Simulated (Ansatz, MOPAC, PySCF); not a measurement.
System: CH4BCl2S (charge +1, singlet). SMILES: [SH+](C)B(Cl)Cl
Geometry: optimised at B3LYP-D3(BJ)/def2-TZVP (Ansatz, a first-principles code).

Unscaled harmonic wavenumbers (cm⁻¹) in rising order, each level at the stationary point that it reaches from this structure (no distance between atoms moves by over 0.3 Å); the order of modes can differ between levels, and a negative number is imaginary. B3LYP-D3(BJ)/def2-TZVP (PySCF, at the structure above): 52, 148, 158, 229, 251, 403, 444, 648, 685, 812, 836, 999, 1085, 1100, 1367, 1459, 1461, 2641, 3073, 3172, 3191.

PM7 (MOPAC): 42, 121, 134, 208, 234, 342, 443, 607, 714, 804, 831, 943, 982, 1012, 1204, 1217, 1285, 2466, 2570, 2587, 2716. Zero-point energy 30.7 against 34.6 kcal/mol; where all levels lie over 400 cm⁻¹, the wavenumbers are on average 0.917 times those of B3LYP-D3(BJ)/def2-TZVP.

B3LYP/6-31G* (Ansatz): 51, 142, 150, 232, 254, 405, 449, 643, 689, 816, 851, 1019, 1096, 1116, 1396, 1480, 1484, 2673, 3098, 3203, 3220. Zero-point energy 35.0 against 34.6 kcal/mol; where all levels lie over 400 cm⁻¹, the wavenumbers are on average 1.011 times those of B3LYP-D3(BJ)/def2-TZVP.
